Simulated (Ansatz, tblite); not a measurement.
Cost and result up the ladder for WOF4 (6 atoms). The state is a singlet with charge 0. Geometry: PBE0-D4/def2-SVP.

```xyz
6

W    -0.010    0.034    0.024
O    -0.411    1.356    0.962
F    -1.479   -0.243   -1.072
F    -0.607   -1.435    0.982
F     1.690   -0.452    0.578
F     0.818    0.741   -1.475
```

Ansatz on 4 threads of Intel Xeon on a shared host; xTB runs through tblite on one thread. Times are rough, summed over both states, and most runs start from the orbitals of an earlier one. PBE0-D4/def2-TZVP serves as the yardstick here, not as an exact answer. The other state is a triplet.

In the def2 sets W takes a core potential; there is no spin–orbit coupling. The xTB rows come from tblite. HOMO above LUMO, or a gap near zero within one spin, warns that the state may not be the lowest or that an electron is smeared out.

xTB has no spin-polarisation term.

```json
{"level": "PBE-D4/def2-TZVP", "functions": "195", "vertical triplet (eV)": "5.28", "difference from PBE0-D4/def2-TZVP (eV)": "0.05", "remarks": "gap within one spin near zero (triplet)"}
{"level": "GFN1-xTB", "functions": "29", "vertical triplet (eV)": "6.30", "difference from PBE0-D4/def2-TZVP (eV)": "1.07", "remarks": "–"}
{"level": "r2SCAN-D4/def2-TZVP", "functions": "195", "vertical triplet (eV)": "5.33", "difference from PBE0-D4/def2-TZVP (eV)": "0.10", "remarks": "gap within one spin near zero (triplet)"}
{"level": "GFN2-xTB", "functions": "29", "vertical triplet (eV)": "5.78", "difference from PBE0-D4/def2-TZVP (eV)": "0.55", "remarks": "–"}
{"level": "PBE0-D4/def2-TZVP", "functions": "195", "vertical triplet (eV)": "5.23", "difference from PBE0-D4/def2-TZVP (eV)": "0.00", "remarks": "–"}
```

Estimate how long each takes.

GFN1-xTB 0.01 s; GFN2-xTB 0.016 s; PBE-D4/def2-TZVP 9.5 s; PBE0-D4/def2-TZVP 14 s; r2SCAN-D4/def2-TZVP 17 s. On shared hardware such times vary by a factor of up to 3.
